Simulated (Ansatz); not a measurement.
Cost and result for the atomization energy of `[CH3][Ge@H]1[O][C@@H]1F` (10 atoms, 10 bonds).

Cartesian coordinates in Å:
```
C -0.270 0.424 -1.629
Ge 0.428 -0.486 -0.069
O 0.670 0.714 1.341
C -0.246 -0.228 1.711
F 0.167 -1.043 2.722
H -1.158 0.991 -1.354
H -0.530 -0.299 -2.404
H 0.486 1.107 -2.020
H 1.704 -1.311 -0.243
H -1.251 0.132 1.945
```

Total charge 0; spin multiplicity 1. Correlated methods include outer-core shells of Ge, which these sets cover unevenly. Scalar relativity is left out up to krypton. All single points use the PBE0-D4/def2-TZVP geometry. Program: Ansatz. All runs use 4 threads of a server CPU on a shared host. Times are those of one run each, without the atoms' runs, and a repeat can differ threefold. Electronic energies, without spin–orbit coupling; frozen cores. CCSD(T)/CBS adds CCSD(T) − MP2 in def2-TZVPP to the MP2 limit, and its time is that of the two runs behind it. T1 = 0.014. With those shells the extrapolation isn't a true limit. B3LYP takes the VWN-RPA correlation (the form of Gaussian; ORCA's B3LYP/G).

CCSD(T)/CBS is a level of theory with its own doubt, some kJ/mol a heavy atom from the limit and from the frozen cores, so smaller differences don't rank the functionals.

| level | functions | wall time |
| --- | --- | --- |
| revPBE-D4/def2-TZVPP | 242 | 1.9 s |
| PBE-D4/def2-TZVPP (with forces) | 242 | 2.4 s |
| PBE0-D4/def2-TZVPP | 242 | 2.9 s |
| CAM-B3LYP-D4/def2-TZVPP | 242 | 3.2 s |
| r2SCANh-D4/def2-TZVPP | 242 | 4.2 s |
| B3LYP-D4/def2-TZVPP (with forces) | 242 | 4.3 s |
| B2PLYP/def2-TZVPP | 242 | 5.5 s |
| ωB97X-V/def2-TZVPP | 242 | 6 s |
| B97M-V/def2-TZVPP | 242 | 6.5 s |
| CCSD(T)/def2-SVP | 113 | 8 s |
| MP2/def2-QZVPP | 467 | 19 s |
| CCSD(T)/def2-TZVPP | 242 | 2.1 min |
| CCSD(T)/CBS(def2) | – | 2.4 min |

Q: What atomization energy does each give, and how far from CCSD(T)/CBS? (Best estimate.)

A: Ansatz gave: 
```csv
level,atomization (kJ/mol),difference from CCSD(T)/CBS,per bond
revPBE-D4/def2-TZVPP,3601.7,-11.9,-1.2
PBE-D4/def2-TZVPP (with forces),3713.7,100.1,10.0
PBE0-D4/def2-TZVPP,3609.4,-4.2,-0.4
CAM-B3LYP-D4/def2-TZVPP,3608.2,-5.4,-0.5
r2SCANh-D4/def2-TZVPP,3594.2,-19.4,-1.9
B3LYP-D4/def2-TZVPP (with forces),3584.6,-29.0,-2.9
B2PLYP/def2-TZVPP,3560.9,-52.7,-5.3
ωB97X-V/def2-TZVPP,3615.8,2.2,0.2
B97M-V/def2-TZVPP,3621.8,8.2,0.8
CCSD(T)/def2-SVP,3387.7,-225.9,-22.6
MP2/def2-QZVPP,3656.6,43.0,4.3
CCSD(T)/def2-TZVPP,3520.7,-92.9,-9.3
CCSD(T)/CBS(def2),3613.6,0.0,0.0
```

At CCSD(T), def2-SVP lies −225.9 kJ/mol from the extrapolated value and def2-TZVPP −92.9 kJ/mol: correlation converges slowly with the basis, and small sets miss more of it in the bonded molecule than in its fragments. The D4 term adds +28.4 kJ/mol with B3LYP and +14.8 kJ/mol with PBE0; it sums over pairs of atoms, weighted by their polarisabilities, and B3LYP, whose exchange is more repulsive, gets the larger term. From r2SCAN to r2SCAN0 (25 % exact exchange), in def2-TZVPP and without D4, the atomization energy moves by −90.8 kJ/mol: exact exchange takes away binding that semilocal exchange gives to molecules.
